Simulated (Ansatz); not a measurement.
One change: `[SH][GeH2][Cl]` becomes `[SH][GeH]([Cl])[Cl]`.

Ansatz, PBE0-D4/def2-TZVP geometries, multiplicity 1. Each molecule was computed in one conformer, which needn't be the lowest.

Scalar relativity is left out up to krypton.

| property | `[SH][GeH2][Cl]` |
| --- | --- |
| LUMO energy (PBE/def2-TZVPP) / eV | -1.54 |
| HOMO energy (B3LYP/def2-TZVPP) / eV | -7.57 |
| ideal-gas entropy at 298 K and 1 bar (rigid rotor, harmonic PBE0-D4/def2-TZVP) / J/(mol·K) | 319 |
| HOMO energy (ωB97M-V/def2-TZVPP) / eV | -10.02 |
| size of the dipole moment (B3LYP/def2-TZVPP) / D | 1.64 |
| LUMO energy (B3LYP/def2-TZVPP) / eV | -0.89 |

Give the same properties after the change, and the shifts. (Best estimate.)

Ansatz gave: 
| property | `[SH][GeH]([Cl])[Cl]` | shift |
| --- | --- | --- |
| LUMO energy (PBE/def2-TZVPP) / eV | -2.15 | -0.61 |
| HOMO energy (B3LYP/def2-TZVPP) / eV | -7.84 | -0.27 |
| ideal-gas entropy at 298 K and 1 bar (rigid rotor, harmonic PBE0-D4/def2-TZVP) / J/(mol·K) | 354 | 35 |
| HOMO energy (ωB97M-V/def2-TZVPP) / eV | -10.31 | -0.29 |
| size of the dipole moment (B3LYP/def2-TZVPP) / D | 2.00 | 0.36 |
| LUMO energy (B3LYP/def2-TZVPP) / eV | -1.49 | -0.60 |

With PBE0 the HOMO falls by 0.28 eV and the LUMO falls by 0.59 eV, so the gap narrows by about 0.31 eV. PBE moves the HOMO by -0.25 eV and ωB97M-V by -0.29 eV. Dipoles are sizes alone; their direction can turn.

B3LYP here is the variant with VWN-RPA as its local correlation; programs differ in this.
